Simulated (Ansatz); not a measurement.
Start from `Cl[SiH2][SiH](Cl)Cl` and change one atom or group to get `Cl[SiH2]Cl`.

Ansatz, PBE0-D4/def2-TZVP geometries, multiplicity 1. Each molecule was computed in one conformer, which needn't be the lowest.

| property | `Cl[SiH2][SiH](Cl)Cl` |
| --- | --- |
| HOMO energy (PBE/def2-TZVPP) / eV | -7.03 |
| HOMO energy (B3LYP/def2-TZVPP) / eV | -8.04 |
| HOMO–LUMO gap (B3LYP/def2-TZVPP) / eV | 6.82 |
| size of the dipole moment (PBE/def2-TZVPP) / D | 0.91 |
| size of the dipole moment (ωB97M-V/def2-TZVPP) / D | 1.00 |
| LUMO energy (PBE0/def2-TZVPP) / eV | -1.08 |

Give the same properties after the change, and the shifts. (Best estimate.)

Computed: 
| property | `Cl[SiH2]Cl` | shift |
| --- | --- | --- |
| HOMO energy (PBE/def2-TZVPP) / eV | -7.72 | -0.69 |
| HOMO energy (B3LYP/def2-TZVPP) / eV | -8.86 | -0.82 |
| HOMO–LUMO gap (B3LYP/def2-TZVPP) / eV | 8.69 | 1.87 |
| size of the dipole moment (PBE/def2-TZVPP) / D | 1.04 | 0.13 |
| size of the dipole moment (ωB97M-V/def2-TZVPP) / D | 1.13 | 0.13 |
| LUMO energy (PBE0/def2-TZVPP) / eV | 0.05 | 1.13 |

With PBE0 the HOMO falls by 0.86 eV and the LUMO rises by 1.13 eV, so the gap widens by about 1.99 eV. PBE moves the HOMO by -0.69 eV and ωB97M-V by -1.05 eV. The zero-point energy changes by -29.0 kJ/mol with -9 modes. Dipoles are sizes alone; their direction can turn.

B3LYP here is the variant with VWN-RPA as its local correlation; programs differ in this.
